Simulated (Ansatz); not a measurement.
A made-up structure of AlH2Se, doublet:

```
atom    x (Å)    y (Å)    z (Å)
 Al1  -0.1996  -0.0718  -0.1003
 Se2   1.9924   0.7168   1.0011
  H3  -1.2256   1.1589  -0.8558
  H4  -0.5672  -1.8038  -0.0450
```

It is relaxed with PBE-D4/def2-SVP and then PBE0-D4/def2-TZVP (Ansatz 0.2.0). Atoms count as bonded within 1.22 times the sum of their covalent radii (H–H: 0.88 Å). The end point is not checked to be a true minimum.

(1) Does its bonding change? (Judge from chemistry; the calculation decides.)

## Answers

(1) The calculation gives: No: no bond forms or breaks.

Where it ends: The first stage lowers the energy by 0.62 eV in 5 steps. It ends as AlH₂Se ([AlH2][Se]):
Al1  (-0.178, -0.064, -0.089)
Se2  (1.779, 0.640, 0.894)
H3  (-1.094, 1.034, -0.764)
H4  (-0.507, -1.610, -0.040)
(Å)

Labels in which every atom is bracketed show which atoms are joined, not bond orders.

For scale, one of the runs: PBE0-D4/def2-TZVP relaxation, 97 basis functions, launched by `ansatz run in.yaml --threads 2 --pin off --events-out ev --progress --plain --max-ram 4352MiB`. Hardware: 2 CPU threads of an Arm Neoverse V1, shared host. Wall time about 15 s.
